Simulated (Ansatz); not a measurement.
Reaction (formal exchange of groups at the Si–Si bond): `BCS[SiH2][SiH3]` + CH₄ → `BCS[SiH2]C` + SiH₄

Calculated with Ansatz (gas phase, PBE0-D4/def2-TZVP geometries, no zero-point term in ΔE). CCSD(T)/CBS adds triple-zeta CCSD(T) − MP2 to the extrapolated MP2 energy (def2 sets, frozen cores). This one scheme is used for every species. Functionals use def2-TZVPP. B3LYP here is the variant with VWN-RPA as its local correlation; programs differ in this. Each species was taken in one conformer, which may not be the lowest.

(1) Is it downhill or uphill in electronic energy at CCSD(T)/CBS, and by how much? (Estimate.)

(2) What do these levels give: r2SCAN-D4, B3LYP-D4, r2SCANh-D4, BHLYP-D4, r2SCAN, PBE0, r2SCANh, MP2/def2-SVP, CCSD(T)/def2-SVP, HF/def2-TZVPP, MP2/def2-TZVPP, SCS-MP2/def2-QZVPP? (Best estimate.)

Largest T1 diagnostic among the species: 0.012.

Results:

(1) Computed: Uphill: ΔE = +5.2 kJ/mol.

(2) The calculation gave: r2SCAN-D4 10.2, B3LYP-D4 8.5, r2SCANh-D4 9.4, BHLYP-D4 4.9, r2SCAN 9.6, PBE0 12.6, r2SCANh 8.7, MP2/def2-SVP 0.9, CCSD(T)/def2-SVP 5.2, HF/def2-TZVPP -5.7, MP2/def2-TZVPP -1.0, SCS-MP2/def2-QZVPP -1.9 kJ/mol.

Leaving LDA and LC-ωPBE aside and taking each functional with its dispersion term where it has one, the values, not all of them listed here, spread over 18.8 kJ/mol, from ωB97M-V to PBE-D4. From BLYP to BHLYP (50 % exact exchange), in def2-TZVPP and without D4, ΔE moves by −7.5 kJ/mol.
